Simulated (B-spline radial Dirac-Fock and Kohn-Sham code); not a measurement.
Binding energies of Tc⁺

System: Tc⁺, [Kr] 4d5 5s1; nuclear rms radius 4.4112 fm (A = 97).

Model: Dirac-Fock (average of configuration) total-energy differences with a finite nucleus, the Breit interaction including its frequency dependence, and self-energy and vacuum-polarisation corrections. Program: an atomic code on a B-spline grid. Correlation energy is missing from these numbers. Energies are counted from the vacuum level. Subshells whose hole state is unreliable or did not converge are left out.

All terms are in eV, carry their sign (relaxation lowers the binding energy) and add up to the binding energy; ⟨r⟩ is the mean radius of the orbital in the initial state.

| subshell | −ε (Koopmans) | relaxation | Breit | self-energy | vacuum polarisation | binding energy | ⟨r⟩ (bohr) |
| --- | --- | --- | --- | --- | --- | --- | --- |
| K | 21182.7 | -59.64 | -39.14 | -22.17 | 2.61 | 21064.4 | 0.034 |
| L1 | 3106.1 | -31.12 | -3.33 | -2.57 | 0.28 | 3069.3 | 0.149 |
| L2 | 2854.9 | -34.08 | -5.71 | 0.23 | -0.01 | 2815.3 | 0.127 |
| L3 | 2735.9 | -33.28 | -3.77 | -0.01 | -0.02 | 2698.9 | 0.132 |
| M1 | 581.1 | -12.08 | -0.41 | -0.48 | 0.05 | 568.2 | 0.413 |
| M2 | 483.1 | -12.31 | -0.77 | 0.05 | 0.00 | 470.0 | 0.407 |
| M3 | 462.5 | -11.99 | -0.43 | 0.01 | 0.00 | 450.0 | 0.417 |
| M4 | 290.3 | -13.06 | -0.16 | 0.05 | 0.00 | 277.1 | 0.396 |
| M5 | 286.4 | -12.91 | -0.02 | 0.04 | 0.00 | 273.5 | 0.399 |
| N2 | 66.18 | -2.95 | -0.09 | 0.01 | 0.00 | 63.15 | 1.160 |
| N3 | 63.07 | -2.81 | -0.04 | 0.00 | 0.00 | 60.22 | 1.188 |
| N4,5 | 19.69 | -1.56 | 0.01 | 0.01 | 0.00 | 18.15 | 1.651 |
| O1 | 13.65 | -0.13 | -0.01 | -0.01 | 0.00 | 13.51 | 3.187 |

For the deepest level, K (1s), the Breit terms make up -0.186 % of the binding energy, QED -0.093 % and orbital relaxation -0.283 %.

Spin-orbit splittings: 2p 116.5 eV, 3p 20.01 eV, 3d 3.64 eV, 4p 2.93 eV.

Going to the tabulated ground configuration of the next ion removes an electron from O1 (5s), computed at 13.51 eV. NIST lists 15.26 eV as the ionisation energy of this species (semi-empirical), +1.75 eV from the computed value. Where a p, d or f shell is open in either ion the computed value averages over both j values and all terms, while the table refers to the lowest levels; that difference holds spin-orbit splitting (largest in heavy or highly charged ions), term energies where several electrons share open shells, and correlation, and it can reach 10 % or more.
